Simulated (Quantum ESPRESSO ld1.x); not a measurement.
All-electron atom: As8+ in [Ne] 3s1 3p6 3d7 4d1 (not the ground configuration).

Method: Dirac Kohn-Sham, LDA (Slater exchange, Perdew-Zunger correlation), spin-unpolarised, spherical densities, point nucleus; open shells are shared between the two j in proportion to 2j + 1; computed with ld1.x of Quantum ESPRESSO 7.5.

Energy parts (eV):
total: -60537.2
kinetic: 61895.5
electron-nucleus: -141595.3
Hartree: 21174.3
exchange-correlation: -2011.7

Orbitals (lengths in bohr, moments of r in powers of bohr):
orbital  occ.  eigenvalue (eV)     <r^2>
1s1/2       2         -11896.5  0.002793
2s1/2       2         -1682.10   0.04846
2p1/2       2         -1525.88   0.03741
2p3/2       4         -1489.32   0.03888
3s1/2       1         -368.583    0.3786
3p1/2       2         -315.366    0.3856
3p3/2       4         -309.672    0.3968
3d3/2     2.8         -218.268    0.3957
3d5/2     4.2         -217.314    0.3992
4d3/2     0.4         -89.5283     2.962
4d5/2     0.6         -89.3420     2.976

The highest occupied level is 4d5/2 at -89.342 eV. The density falls to 0.001 e/bohr^3 at r = 2.76 bohr.
